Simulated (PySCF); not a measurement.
Telling isomers of C₇H₁₀OSi apart by NMR

PySCF calculation with coordinates at the GFN2-xTB level and GIAO PBE0/pcSseg-1 shieldings; a single conformation, fast rotation and ring inversion assumed for equivalent nuclei, in vacuum, no relativistic terms.

Referencing at the same level of theory: 1H (σref 31.72), 13C (σref 186.93) against TMS. Where no couplings were computed, multiplicities follow the n + 1 count of equivalent neighbours, and m marks all less simple cases (inequivalent or close neighbours, rings, F or P nearby). Shifts are as computed. Against solution values, carbons near 30 ppm lie about +3 ppm off and those near 130 ppm about +5 ppm. Of 1211 compounds with measured shifts, 218 miss one by over three times the rms of a fit or turn the order of signals round; such compounds aren't used in these exercises.

(1) Tabulate the signals of `C#C[C@@]1([SiH3])C[C@@H]1C(C)=O`, `[SiH3]c1cc(C2CC2)co1`, `O=CC1=C[SiH2][C@H]2C[C@@H]1C2` and their relative energies.

(2) What is the quickest way to tell C#C[C@@]1([SiH3])C[C@@H]1C(C)=O from O=CC1=C[SiH2][C@H]2C[C@@H]1C2?

(3) What is the quickest way to tell [SiH3]c1cc(C2CC2)co1 from O=CC1=C[SiH2][C@H]2C[C@@H]1C2?

(4) What is the quickest way to tell C#C[C@@]1([SiH3])C[C@@H]1C(C)=O from [SiH3]c1cc(C2CC2)co1?

Results:

(1) 
| SMILES | carbon types | δC | δH | E rel. (kcal/mol) |
| --- | --- | --- | --- | --- |
| C#C[C@@]1([SiH3])C[C@@H]1C(C)=O | 3×C 2×CH 1×CH2 1×CH3 | 216.7, 93.2, 70.8, 37.5, 33.6, 33.1, 10.1 | 4.32 (s, 3H), 2.43 (s, 3H), 2.18 (m, 1H), 1.68 (m, 1H), 1.25 (s, 1H), 0.95 (m, 1H) | 36.0 |
| [SiH3]c1cc(C2CC2)co1 | 2×C 3×CH 2×CH2 | 151.5, 144.6, 139.1, 132.3, 15.9, 10.3 | 7.27 (m, 1H), 7.11 (m, 1H), 4.46 (s, 3H), 1.59 (m, 1H), 1.09 (m, 2H), 0.46 (m, 2H) | 7.4 |
| O=CC1=C[SiH2][C@H]2C[C@@H]1C2 | 1×C 4×CH 2×CH2 | 195.7, 177.9, 147.7, 35.8, 31.3, 17.3 | 9.63 (s, 1H), 6.90 (t, 1H), 4.70 (m, 2H), 3.48 (m, 1H), 2.72 (m, 2H), 1.92 (m, 1H), 1.51 (m, 2H) | 0.0 |

Energies are electronic energies at PBE0/pcSseg-1 on these geometries, without zero-point or thermal terms, each for the one conformer computed, which needn't be the lowest.

(2) Count the carbon signals: 7 against 6. The first has an alkyne carbon (C) at 93.2 ppm, the second an aldehyde carbonyl carbon (CH) at 195.7 ppm. Their most deshielded carbons lie at 216.7 and 195.7 ppm. In the proton spectra the most deshielded non-exchanging signals are 4.32 (s, 3H) and 9.63 (s, 1H).

(3) Both give the same number of carbon signals, but DEPT or the intensities differ. The first has a substituted aromatic carbon (C) at 139.1 ppm, the second an aldehyde carbonyl carbon (CH) at 195.7 ppm. Their most deshielded carbons lie at 151.5 and 195.7 ppm. In the proton spectra the most deshielded non-exchanging signals are 7.27 (m, 1H) and 9.63 (s, 1H).

(4) Count the carbon signals: 7 against 6. The first has a ketone carbonyl carbon (C) at 216.7 ppm, the second an aromatic CH next to the ring oxygen at 144.6 ppm. Their most deshielded carbons lie at 216.7 and 151.5 ppm. In the proton spectra the most deshielded non-exchanging signals are 4.32 (s, 3H) and 7.27 (m, 1H).
